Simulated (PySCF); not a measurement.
C2H12OSi3, SMILES CO[Si@@H]([SiH3])C[SiH3].

Coordinates come from a B3LYP-D3(BJ)/def2-SVP optimisation. The structure was generated by enumeration; whether it is a known compound was not checked. Other conformers were not sampled.

Two levels are set side by side: TDA-PBE/def2-SVPD (PySCF) and TDA-CAM-B3LYP/def2-SVPD (PySCF). Vertical, same geometry. The lowest singlet is HOMO→LUMO 98 % with PBE and HOMO→LUMO+1 78 % with the other functional; states are paired by order. Differences are taken from unrounded values.

```tsv
quantity	TDA-CAM-B3LYP
lowest singlet excitation (eV)	6.87
lowest triplet excitation (TDA) (eV)	6.12
```

What does TDA-PBE give, and how far is it from TDA-CAM-B3LYP? (The exact figures need the calculation; the answer reports its results.)


```json
[
 {"quantity": "lowest singlet excitation (eV)", "TDA-PBE": "5.70", "TDA-PBE minus TDA-CAM-B3LYP": "-1.17"},
 {"quantity": "lowest triplet excitation (TDA) (eV)", "TDA-PBE": "5.46", "TDA-PBE minus TDA-CAM-B3LYP": "-0.65"}
]
```

A lower first singlet is the usual sign of a functional without exact exchange. Differences between two approximate levels are no errors against the true value.

Rough cost on one machine, each run with all the roots and properties that it gave: TDA-CAM-B3LYP against TDA-PBE about 5 times.
